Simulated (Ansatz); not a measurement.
Reaction (homolysis of the C–In bond): `[CH3][InH2]` → `[CH3]`• + `[InH2]`•

Gas-phase electronic energies from Ansatz, PBE0-D4/def2-TZVP geometries. CCSD(T)/CBS adds triple-zeta CCSD(T) − MP2 to the extrapolated MP2 energy (def2 sets, frozen cores). This one scheme is used for every species. DFT in def2-TZVPP. Open shells (•) are unrestricted, without spin–orbit coupling. Elements past krypton have def2 core potentials. For In outer-core shells are correlated without core-valence functions, which leaves a few kJ/mol of doubt a bond.

```json
{"species": "`[CH3][InH2]`", "r2SCAN0 energy (Eh)": "-231.23318"}
{"species": "`[CH3]`•", "r2SCAN0 energy (Eh)": "-39.82699"}
{"species": "`[InH2]`•", "r2SCAN0 energy (Eh)": "-191.30925"}
```

Q: Work out ΔE.

A: ΔE = (-39.82699) + (-191.30925) − (-231.23318) = 0.09694 Eh = +2.64 eV. CCSD(T)/CBS gives +3.04 eV.

Largest T1 diagnostic among the species: 0.018.

The D4 term adds +0.07 eV with B3LYP and +0.04 eV with PBE0; it sums over pairs of atoms, weighted by their polarisabilities, and B3LYP, whose exchange is more repulsive, gets the larger term. Leaving LDA and LC-ωPBE aside and taking each functional with its dispersion term where it has one, the values, not all of them listed here, spread over 0.38 eV, from r2SCAN0-D4 to ωB97X-V. LDA lies +0.63 eV from PBE without D4, its usual overbinding. In def2-TZVPP, CCSD(T) changes the Hartree–Fock value by +1.19 eV (the triples alone add +0.10 eV) and MP2 by +1.35 eV; breaking electron pairs costs correlation energy, which Hartree–Fock lacks.

B3LYP here is the variant with VWN-RPA as its local correlation; programs differ in this.
